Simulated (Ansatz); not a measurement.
Geometry optimisation, Ansatz, RKS B3LYP/def2-SVP.

input.yaml

```yaml
crystal:
  periodic: [false, false, false]
  atoms:
    - { symbol: Al, position_ang: [-0.732785, 1.937736, -0.991251] }
    - { symbol: F, position_ang: [0.972667, 1.914078, -0.70471] }
    - { symbol: Cl, position_ang: [-1.425103, 0.94397, -2.68533] }
    - { symbol: Cl, position_ang: [-1.956582, 3.111691, 0.219248] }
    - { symbol: H, position_ang: [1.079505, 0.193137, 0.62881] }
    - { symbol: O, position_ang: [0.312427, -0.284815, 0.983306] }
    - { symbol: C, position_ang: [0.428647, -1.662143, 0.69021] }
    - { symbol: H, position_ang: [-0.520255, -2.144133, 0.972264] }
    - { symbol: H, position_ang: [1.237872, -2.148974, 1.271199] }
    - { symbol: H, position_ang: [0.603807, -1.860647, -0.383746] }
basis:
  gaussian: { orbitals: def2-SVP }
hamiltonian:
  xc: b3lyp
relax:
  f_tol: 0.03
  max_steps: 50
output:
  orbitals: {}
```

Command:

```bash
$ ansatz run input.yaml --threads 2 --pin off --max-ram 3072MiB --backend cpu --events-out ev --progress --plain --runs-dir out
```

Q: Where does it end, and by what steps?

A: The forces met the threshold. The force dipped under the threshold on the way, but the program's further checks kept it going. After 14 steps the energy has fallen by 1.110 eV; Cl4 moved furthest, 0.94 Å. Joined: Al1–O6 (3.15 → 1.94 Å).

| step | energy less start (eV) | largest force component (eV/Å) | accepted |
| --- | --- | --- | --- |
| 0 | 0.0000 | 1.615 | yes |
| 1 | -0.2218 | 1.313 | yes |
| 2 | -0.5322 | 0.912 | yes |
| 3 | -0.8224 | 0.808 | yes |
| 4 | -0.9088 | 1.144 | yes |
| 5 | -1.0551 | 0.323 | yes |
| 6 | -1.0906 | 0.428 | yes |
| 7 | -1.1023 | 0.176 | yes |
| 8 | -1.1060 | 0.200 | yes |
| 9 | -1.1083 | 0.049 | yes |
| 10 | -1.1031 | 0.672 | no |
| 11 | -1.1093 | 0.017 | yes |
| 12 | -1.1097 | 0.045 | yes |
| 13 | -1.1100 | 0.051 | yes |
| 14 | -1.1103 | 0.026 | yes |

```xyz
10
Properties=species:S:1:pos:R:3
Al -0.432 1.404 -0.593
F 1.017 2.236 -0.773
Cl -1.099 0.291 -2.272
Cl -1.907 2.273 0.640
H 1.414 0.254 0.428
O 0.465 0.048 0.471
C 0.198 -1.369 0.511
H -0.878 -1.482 0.683
H 0.753 -1.815 1.348
H 0.470 -1.840 -0.444
```

The run took 46 s on 2 threads of Intel(R) Xeon(R) Platinum 8488C (Sapphire Rapids), on a shared host, peak memory 0.29 GiB.
